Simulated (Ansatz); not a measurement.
Gas-phase reaction R1 + R2 → P1, each structure at its B3LYP-D3(BJ)/def2-TZVP stationary point, reached from a drawn start (curvature not checked).
P1: CF3 (SMILES F[C](F)F), charge 0, multiplicity 2.
R1: F atom, charge 0, multiplicity 2.
R2: CF2 (SMILES F[C]F), charge 0, multiplicity 1.

P less R. No zero-point or thermal terms; singlets are restricted closed shells; open shells are unrestricted; no spin–orbit coupling.

Cores are frozen in the correlated methods.

The values were computed with Ansatz (a first-principles code). Each number belongs to the level named beside it.

Total energies in hartree:

```
structure  PBE/def2-TZVPP  PBE0/def2-TZVPP  CCSD(T)/cc-pVQZ
---------  --------------  ---------------  ---------------
P1            -337.396761      -337.392695      -337.279252
R1             -99.669123       -99.676173       -99.650258
R2            -237.575401      -237.569116      -237.492643
```

Problem. Work out the reaction energy at each level in eV (1 hartree = 27.21139 eV), and say how far PBE/def2-TZVPP lies from CCSD(T)/cc-pVQZ.

Solution. 
- PBE/def2-TZVPP: (-337.396761) − (-99.669123) − (-237.575401) = -0.152237 hartree = -4.143 eV
- PBE0/def2-TZVPP: (-337.392695) − (-99.676173) − (-237.569116) = -0.147406 hartree = -4.011 eV
- CCSD(T)/cc-pVQZ: (-337.279252) − (-99.650258) − (-237.492643) = -0.136351 hartree = -3.710 eV
PBE/def2-TZVPP less CCSD(T)/cc-pVQZ: -0.433 eV. CCSD(T)/cc-pVQZ is the level counted from, the highest shown, and no exact or measured value.
